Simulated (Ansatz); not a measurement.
CH7FGe2, SMILES `[F][GeH2][CH2][GeH3]`, relaxed with RKS PBE0-D4/def2-TZVP in the Gaussian-basis code of Ansatz from a PBE-D4/def2-SVP geometry. The force threshold is 0.005 eV/Å; the program also tests the step.

The species carries charge 0 and has multiplicity 1.

Start:

```xyz
11

F    -2.885    0.869    0.719
Ge   -1.570    0.325   -0.330
C     0.028    0.145    0.779
Ge    1.631   -0.447   -0.215
H    -2.026   -1.035   -0.923
H    -1.406    1.420   -1.418
H    -0.183   -0.587    1.586
H     0.242    1.125    1.252
H     1.364   -1.828   -0.871
H     1.967    0.579   -1.330
H     2.838   -0.566    0.750
```

```tsv
step	energy (eV)	largest force (eV/Å)	largest move (Å)
1	-116888.9035	0.522	0.000
2	-116888.9312	0.218	0.030
3	-116888.9335	0.045	0.014
4	-116888.9337	0.010	0.005
5	-116888.9337	0.005	0.004
```

End:

```xyz
11

F    -2.847    0.857    0.719
Ge   -1.555    0.322   -0.329
C     0.029    0.143    0.768
Ge    1.623   -0.444   -0.210
H    -2.028   -1.017   -0.919
H    -1.417    1.411   -1.405
H    -0.181   -0.576    1.563
H     0.238    1.108    1.234
H     1.362   -1.815   -0.859
H     1.961    0.571   -1.315
H     2.815   -0.559    0.753
```

Run time 7 s (2 threads of an AMD EPYC 7R13 on a shared host and a share of an NVIDIA H100 80 GB); peak host memory 0.9 GiB.
